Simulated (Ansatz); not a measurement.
Molecule: TaO, charge 1, multiplicity 3. The spin state was set by rule; other spins were not relaxed. 
Coordinates optimised at B3LYP-D3(BJ)/def2-TZVP (Ansatz, a program for electronic structure):
```xyz
2

Ta     0.0000     0.0000    -0.1651
O      0.0000     0.0000     1.5062
```
Charge +1, spin multiplicity 3.

Wanted: vertical ionisation energy (to the doublet state of charge +2; each state is the SCF solution reached for its spin; the UHF <S^2> is 0.99 for the doublet (pure: 0.75); for the doublet T1 is 0.062), in eV. Correlated levels leave the core frozen unless marked. UHF or UKS for open shells. No spin-orbit coupling. The frozen core is the preceding noble-gas configuration, with the filled d and f shells of earlier blocks. Past Kr the def2 sets carry scalar-relativistic core potentials. CBS(X,Y): correlation extrapolated as X^-3; Hartree-Fock from the larger set.

```json
[
 {"level": "SVWN5/def2-TZVPD", "program": "Ansatz", "vertical ionisation energy (eV)": "15.71", "minus last row": "0.80"},
 {"level": "PBE/def2-TZVPD", "program": "Ansatz", "vertical ionisation energy (eV)": "15.45", "minus last row": "0.54"},
 {"level": "r2SCAN/def2-TZVPD", "program": "Ansatz", "vertical ionisation energy (eV)": "15.46", "minus last row": "0.55"},
 {"level": "B3LYP/def2-TZVPD", "program": "Ansatz", "vertical ionisation energy (eV)": "15.50", "minus last row": "0.59"},
 {"level": "PBE0/def2-TZVPD", "program": "Ansatz", "vertical ionisation energy (eV)": "15.39", "minus last row": "0.48"},
 {"level": "BHLYP/def2-TZVPD", "program": "Ansatz", "vertical ionisation energy (eV)": "15.30", "minus last row": "0.39"},
 {"level": "CAM-B3LYP/def2-TZVPD", "program": "Ansatz", "vertical ionisation energy (eV)": "15.44", "minus last row": "0.53"},
 {"level": "wB97M-V/def2-TZVPD", "program": "Ansatz", "vertical ionisation energy (eV)": "15.11", "minus last row": "0.20"},
 {"level": "wB97X-V/def2-TZVPD", "program": "Ansatz", "vertical ionisation energy (eV)": "15.06", "minus last row": "0.15"},
 {"level": "CCSD/def2-SVPD", "program": "Ansatz", "vertical ionisation energy (eV)": "14.80", "minus last row": "-0.11"},
 {"level": "CCSD/def2-TZVPPD", "program": "Ansatz", "vertical ionisation energy (eV)": "14.86", "minus last row": "-0.05"},
 {"level": "CCSD/def2-QZVPPD", "program": "Ansatz", "vertical ionisation energy (eV)": "14.88", "minus last row": "-0.03"},
 {"level": "CCSD/CBS(def2-TZVPPD,def2-QZVPPD)", "program": "Ansatz", "vertical ionisation energy (eV)": "14.90", "minus last row": "-0.01"},
 {"level": "CCSD(T)/def2-SVPD", "program": "Ansatz", "vertical ionisation energy (eV)": "14.81", "minus last row": "-0.10"},
 {"level": "CCSD(T)/def2-TZVPPD", "program": "Ansatz", "vertical ionisation energy (eV)": "14.87", "minus last row": "-0.04"},
 {"level": "CCSD(T)/def2-QZVPPD", "program": "Ansatz", "vertical ionisation energy (eV)": "14.89", "minus last row": "-0.02"},
 {"level": "CCSD(T)/CBS(def2-TZVPPD,def2-QZVPPD)", "program": "Ansatz", "vertical ionisation energy (eV)": "14.91", "minus last row": "0.00"}
]
```
